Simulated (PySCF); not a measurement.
# Computed properties of C₃H₆OS, SMILES C1O[C@H](S1)C

C3H6OS, SMILES C[C@@H]1OCS1. Geometry: PBE0-D3(BJ)/def2-SVP. The structure was generated by enumeration; whether it is a known compound was not checked. The values are those of a single conformer. All values are computed for the isolated molecule unless a solvent is named; none is compared with measurement here.

**Structure.** All 27 harmonic modes at PBE0-D3(BJ)/def2-SVP (PySCF) are real, so it is a minimum. With heavy atoms numbered as in [CH3:1][C@@H:2]1[O:3][CH2:4][S:5]1, the shortest bond between them is O3–C4 at 1.406 Å and the longest C2–S5 at 1.851 Å.

**Vibrations.** The strongest infrared lines (harmonic, unscaled, degenerate partners summed) lie at 3041 cm⁻¹ (85 km/mol, H 95 %), 1244 cm⁻¹ (78 km/mol, H 67 %, C 20 %, O 14 %), 1162 cm⁻¹ (57 km/mol, C 50 %, H 33 %, O 17 %). The softest mode is at 96 cm⁻¹ and the zero-point energy is 55.5 kcal/mol.

**Electronic structure.** r2SCAN/def2-TZVP (PySCF) places the frontier levels at -5.53 and -1.21 eV, a gap of 4.32 eV, and gives a dipole moment of 0.48 D and a mean polarisability of 57.3 bohr³. PBE/def2-TZVP (PySCF) at the same geometry gives -5.30 and -1.42 eV, so its gap is 0.44 eV narrower. An orbital gap is neither the optical nor the fundamental gap.

**Excitations.** TDA-B3LYP/def2-SVPD (PySCF) has S1 at 4.26 eV (291 nm, f = 0.000, dark); the most intense of the 10 singlets computed lies at 6.79 eV (f = 0.04). T1 (TDA) is at 3.81 eV, 0.45 eV under S1. TDA-PBE/def2-SVPD (PySCF) puts S1 at 4.04 eV. No vertical singlet excitation falls in the visible range (under 3.1 eV).

**NMR.** GIAO shifts at PBE0/pcSseg-1 (PySCF) (non-relativistic, atoms alike by connectivity averaged): ¹³C from 32.0 to 88.5 ppm against TMS; ¹H from 1.9 to 6.2 ppm against TMS.

**Solvation.** SMD-B3LYP/6-31G* (PySCF) gives -2.6 kcal/mol in water, -3.5 kcal/mol in n-hexane, -4.5 kcal/mol in ethylethanoate (1 M in both phases, gas-phase geometry); of these solvents ethylethanoate holds the molecule best.
